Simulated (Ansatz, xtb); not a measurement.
Ranking isomers of C3H2ClF3

3 gas-phase structures of C3H2ClF3, from a drawn sample of its isomers (lower ones may exist). Each was relaxed with GFN2-xTB:

A. `C=C(Cl)C(F)(F)F`, a singlet
B. `FC(F)(F)/C=C\Cl`, a singlet
C. `FC(F)(F)/C=C/Cl`, a singlet

Q: Make a reasoned guess at their ranking by r2SCAN-D4/def2-SVP//GFN2-xTB single-point energy.

A: Calculated order at r2SCAN-D4/def2-SVP//GFN2-xTB: C (0.0), A (5.8), B (12.6) kJ/mol.

Energies above the lowest of each column, in kJ/mol; the last columns are at r2SCAN-D4/def2-SVP geometries:

```json
{"structure": "C", "GFN2-xTB": "0.0", "HF/STO-3G": "0.0", "r2SCAN-D4/def2-SVP//GFN2-xTB": "0.0", "r2SCAN-D4/def2-SVP": "0.0", "CCSD(T)/def2-SVP + ΔMP2/def2-TZVPP": "0.0"}
{"structure": "A", "GFN2-xTB": "9.1", "HF/STO-3G": "0.9", "r2SCAN-D4/def2-SVP//GFN2-xTB": "5.8", "r2SCAN-D4/def2-SVP": "5.6", "CCSD(T)/def2-SVP + ΔMP2/def2-TZVPP": "5.9"}
{"structure": "B", "GFN2-xTB": "8.4", "HF/STO-3G": "9.7", "r2SCAN-D4/def2-SVP//GFN2-xTB": "12.6", "r2SCAN-D4/def2-SVP": "11.4", "CCSD(T)/def2-SVP + ΔMP2/def2-TZVPP": "13.2"}
```

Every level run on C puts it lowest or level with the lowest. B keeps a small imaginary mode. ΔMP2 is the change of the MP2 energy from the smaller to the larger basis.

Programs: Ansatz 0.2.0, xtb 6.7.1.
